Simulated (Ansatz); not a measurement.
Cost and result up the ladder for In₁₃P₁₃H₃₀, a nanocrystal cut from zinc blende InP (hydrogen-capped) (56 atoms). Total charge 0; singlet. Geometry: PBE-D4/def2-SVP.

```xyz
56

In    0.548   -0.479   -3.214
In   -3.138    1.935   -2.699
In   -3.489   -2.199   -3.737
In   -0.869   -3.164   -0.310
In   -4.516   -0.676    0.125
In    1.095    3.818   -2.257
In    4.547    1.376   -2.899
In    2.951   -1.464    0.088
In    3.432    2.860    0.954
In   -0.461    0.895    0.602
In   -1.854   -1.766    3.783
In    1.862   -0.113    4.170
In    1.566   -4.269    3.209
P    -1.951   -0.043   -3.782
P     1.960    1.698   -3.374
P    -1.435    3.918   -2.962
P     0.528   -1.026   -0.691
P    -2.881    1.311   -0.195
P    -3.252   -2.508   -1.116
P    -0.792   -3.515    2.264
P    -4.179   -1.280    2.660
P     0.954    3.018    0.205
P     4.167    0.793   -0.343
P     2.716   -1.954    2.629
P     3.219    2.012    3.431
P    -0.469    0.323    3.120
H     1.211   -1.734   -4.221
H    -4.737    2.424   -3.167
H    -2.607   -3.489   -4.498
H    -5.119   -1.655   -4.028
H    -0.285   -4.569   -1.154
H    -6.181   -0.310   -0.209
H     1.862    5.361   -2.479
H     5.050   -0.081   -3.701
H     5.263    2.964   -2.947
H     3.748   -2.774   -0.734
H     4.310    4.357    0.884
H    -2.031   -2.011    5.494
H     1.862   -0.279    5.899
H     2.209   -5.462    2.120
H     1.411   -4.329    4.943
H    -1.930    0.345   -5.164
H     1.899    2.048   -4.764
H    -1.462    4.303   -4.342
H    -2.022    5.116   -2.437
H    -3.404    2.409    0.565
H    -4.049   -3.666   -0.825
H    -1.639   -4.652    2.484
H    -5.011   -2.417    2.925
H    -4.904   -0.343    3.468
H     0.357    4.083    0.958
H     5.490    0.577    0.169
H     4.070   -2.112    3.079
H     4.553    1.839    3.924
H     2.864    3.114    4.277
H    -1.039    1.440    3.816
```

Ansatz on 11 threads of AMD EPYC 7R13 on a shared host and a whole NVIDIA H100 80GB HBM3. Times are rough, and most runs start from the orbitals of an earlier one. PBE0-D4/def2-TZVP serves as the yardstick here, not as an exact answer. Differences are given only for rows in sets of like size (and for xTB, whose basis is part of the method), since another set adds its own error. Binding counts from free atoms at the same level (In doublet, P quartet, H doublet; other spins of the atoms weren't run), without zero-point energy or a counterpoise term.

In the def2 sets In takes a core potential; there is no spin–orbit coupling. Single mean-field runs in def2-SVP, def2-TZVP are fitted with def2-universal-jkfit.

```tsv
level	functions	wall time	binding energy per atom (eV)	difference from PBE0-D4/def2-TZVP (eV)
PBE-D4/def2-SVP	722	7.5 s	2.58	–
PBE0-D4/def2-SVP	722	8.5 s	2.58	–
PBE-D4/def2-TZVP	1311	12 s	2.60	0.00
PBE0-D4/def2-TZVP	1311	13 s	2.59	0.00
r2SCAN-D4/def2-TZVP (with forces)	1311	14 s	2.60	0.01
```
